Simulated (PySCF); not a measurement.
Compound: C8H20O4Si.
Geometry (PBE0-D3(BJ)/def2-SVP, Å), atoms numbered from 1 in this order:
```xyz
33
C8H20O4Si angstrom
C      2.5211   -1.4527   -1.4641
C      2.0375   -0.0457   -1.7483
O      1.4721    0.5567   -0.6036
Si    -0.0369    0.2460   -0.0267
O     -0.3517    1.3535    1.1444
C     -0.0260    2.7262    1.0771
C      1.3352    3.0014    1.6769
O     -1.0474    0.3086   -1.3217
C     -2.4067   -0.0700   -1.2922
C     -2.9988    0.0851   -2.6722
O     -0.2366   -1.2363    0.6558
C      0.2226   -1.6245    1.9323
C     -0.6954   -2.6800    2.5018
H      3.2493   -1.4490   -0.6386
H      3.0062   -1.8856   -2.3525
H      1.6822   -2.1048   -1.1758
H      2.8793    0.5916   -2.0644
H      1.3024   -0.0496   -2.5729
H     -0.8093    3.2734    1.6280
H     -0.0604    3.0849    0.0319
H      2.1126    2.4697    1.1089
H      1.3713    2.6594    2.7225
H      1.5590    4.0792    1.6567
H     -2.9576    0.5582   -0.5672
H     -2.4965   -1.1148   -0.9446
H     -4.0607   -0.2036   -2.6755
H     -2.4628   -0.5489   -3.3943
H     -2.9196    1.1290   -3.0110
H      0.2649   -0.7486    2.6038
H      1.2515   -2.0194    1.8437
H     -0.7457   -3.5507    1.8309
H     -1.7143   -2.2811    2.6199
H     -0.3372   -3.0187    3.4858
```

Level of theory: PySCF 2.14.0, PBE0-D3(BJ)/def2-SVP geometry optimisation, gas phase.

Masses are those of the commonest isotopes; rigid-rotor values at the optimised geometry. The values belong to one conformer with, in the numbering `[CH3:1][CH2:2][O:3][Si:4]([O:5][CH2:6][CH3:7])([O:8][CH2:9][CH3:10])[O:11][CH2:12][CH3:13]`, C1–C2–O3–Si4 -78°, C2–O3–Si4–O5 -170°, O3–Si4–O5–C6 41°, Si4–O5–C6–C7 -92°, O3–Si4–O8–C9 171°.

Question: What are A, B and C (MHz)?

Answer: Ia = 903.84, Ib = 974.32, Ic = 1058.76 u·Å²; 505379 MHz·u·Å²/I gives A = 559.1, B = 518.7, C = 477.3 MHz.

Question: What kind of rotor is it?

Answer: An asymmetric top: κ = (2 × 518.7 − 559.1 − 477.3)/(559.1 − 477.3) = 0.01.

Question: What does the inertial defect say?

Answer: Not planar: Δ = Ic − Ia − Ib = -819.40 u·Å². For a rigid frame Δ = −2 Σ m c², so Σ m c² = 409.70 u·Å² lies off the ab plane: 78.46 from hydrogen and 331.24 from heavier atoms. The atom farthest from that plane is 4.18 Å away.

Question: List the rotational levels J(Ka,Kc) to J = 4 (cm⁻¹).

Answer: Above 0(0,0):
J = 1: 1(0,1) 0.0332, 1(1,1) 0.0346, 1(1,0) 0.0360
J = 2: 2(0,2) 0.0990, 2(1,2) 0.0996, 2(1,1) 0.1038, 2(2,1) 0.1078, 2(2,0) 0.1085
J = 3: 3(0,3) 0.1967, 3(1,3) 0.1969, 3(1,2) 0.2050, 3(2,2) 0.2075, 3(2,1) 0.2101, 3(3,1) 0.2180, 3(3,0) 0.2183
J = 4: 4(0,4) 0.3261, 4(1,4) 0.3262, 4(1,3) 0.3387, 4(2,3) 0.3399, 4(2,2) 0.3459, 4(3,2) 0.3518, 4(3,1) 0.3531, 4(4,1) 0.3654, 4(4,0) 0.3655
The levels of one J sum to (2J + 1)J(J + 1)(A + B + C)/3.

Question: Predict some low-J microwave lines.

Answer: The dipole components are |μa| = 0.01 D, |μb| = 0.12 D, |μc| = 0.02 D. Intensities carry the squares of the components, which stand as 0.01 : 1.00 : 0.02 (a : b : c). Some lines, for components of 0.1 D or more:

```
type  branch         J(Ka,Kc)   MHz  lower level (cm⁻¹)
   b       Q  3(3,1) ← 3(2,2)   316               0.207
   b       Q  4(4,1) ← 4(3,2)   407               0.352
   b       Q  5(1,4) ← 5(0,5)   505               0.487
   b       Q  5(2,4) ← 5(1,5)   518               0.487
   b       R  1(1,1) ← 0(0,0)  1036               0.000
   b       R  2(0,2) ← 1(1,1)  1932               0.035
   b       R  2(2,0) ← 1(1,1)  2216               0.035
   b       R  3(0,3) ← 2(1,2)  2910               0.100
   b       R  3(1,2) ← 2(2,1)  2912               0.108
   b       R  3(2,1) ← 2(1,2)  3313               0.100
   b       R  4(2,2) ← 3(3,1)  3834               0.218
   b       R  4(1,4) ← 3(0,3)  3881               0.197
   b       R  4(2,3) ← 3(1,2)  4044               0.205
   b       R  4(3,2) ← 3(2,1)  4247               0.210
   b       R  4(4,0) ← 3(3,1)  4420               0.218
   b       R  5(0,5) ← 4(1,4)  4831               0.326
   b       R  5(1,5) ← 4(0,4)  4833               0.326
   b       R  5(2,3) ← 4(3,2)  4897               0.352
   b       R  5(4,1) ← 4(3,2)  5444               0.352
   b       R  5(2,3) ← 4(1,4)  5666               0.326
```

Stationary, but not proved a minimum. Zero-point vibration and centrifugal distortion are left out. A rigid rotor knows nothing of internal rotation, which can split or shift real lines.

Time: 4.9 min wall, 11 min CPU; peak memory 2.1 GiB. Hardware: Intel Xeon Platinum 8488C, 2 threads, no GPU, shared host with 96 logical CPUs at a one-minute load of 27. These figures are those of the optimisation.
